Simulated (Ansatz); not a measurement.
`[OH][GeH2][NH][SiH](O)F` + CH₃OH → `CO[SiH](O)F` + `[NH2][GeH2][OH]`  (ligand exchange at the Si–N bond)

Program: Ansatz. Geometries: PBE0-D4/def2-TZVP. ΔE: electronic, gas phase. CBS: MP2 limit from def2 TZ/QZ plus the TZ coupled-cluster correction, frozen cores. This one scheme is used for every species. Functionals use def2-TZVPP. For Ge outer-core shells are correlated without core-valence functions, which leaves a few kJ/mol of doubt a bond. Scalar relativity is left out up to krypton. One conformer a species, not always the lowest.

`[OH][GeH2][NH][SiH](O)F`:

```xyz
12

O    -0.722   -1.788   -0.157
Ge   -1.457   -0.158   -0.353
N    -0.020    0.936   -0.563
Si    1.436    0.845    0.336
O     1.413   -0.515    1.218
F     2.635    0.894   -0.718
H    -1.300   -2.417    0.281
H    -2.323   -0.099   -1.621
H    -2.254    0.126    0.931
H    -0.004    1.452   -1.430
H     1.682    1.972    1.252
H     0.915   -1.249    0.825
```

CH₃OH:

```xyz
6

C     0.101    0.341   -0.025
O     0.242   -1.037    0.232
H     1.066    0.805    0.178
H    -0.647    0.813    0.624
H    -0.163    0.546   -1.071
H    -0.599   -1.467    0.062
```

`CO[SiH](O)F`:

Z-matrix (Å, degrees):
```
C
O 1 1.412
H 1 1.091 2 108.1
H 1 1.095 2 111.2 3 -119.0
H 1 1.094 2 111.3 3 119.4
Si 2 1.623 1 125.5 3 -176.0
F 6 1.595 2 107.9 1 49.5
O 6 1.619 2 108.8 1 170.5
H 6 1.471 2 114.0 1 -68.9
H 8 0.958 6 118.6 2 -39.6
```

`[NH2][GeH2][OH]`:

Cartesian coordinates in Å:
```
N -0.390 1.155 -0.686
Ge -0.098 -0.488 0.036
O 0.547 -0.160 1.663
H 0.417 1.656 -1.026
H -1.144 1.214 -1.354
H 0.957 -1.360 -0.687
H -1.464 -1.191 0.112
H 1.176 -0.827 1.943
```

```json
{"species": "`[OH][GeH2][NH][SiH](O)F`", "ωB97M-V energy (Eh)": "-2675.27517"}
{"species": "CH₃OH", "ωB97M-V energy (Eh)": "-115.71773"}
{"species": "`CO[SiH](O)F`", "ωB97M-V energy (Eh)": "-581.09106"}
{"species": "`[NH2][GeH2][OH]`", "ωB97M-V energy (Eh)": "-2209.90893"}
```

Q: Work out ΔE.

A: ΔE = (-581.09106) + (-2209.90893) − (-2675.27517) − (-115.71773) = -0.00709 Eh = -18.6 kJ/mol. CCSD(T)/CBS gives -19.0 kJ/mol.

Largest T1 diagnostic among the species: 0.012.

In def2-TZVPP, CCSD(T) changes the Hartree–Fock value by +17.7 kJ/mol (the triples alone add +2.7 kJ/mol) and MP2 by +17.8 kJ/mol. The D4 term adds +7.6 kJ/mol with B3LYP and +4.2 kJ/mol with PBE0; it sums over pairs of atoms, weighted by their polarisabilities, and B3LYP, whose exchange is more repulsive, gets the larger term.

B3LYP here is the variant with VWN-RPA as its local correlation; programs differ in this.
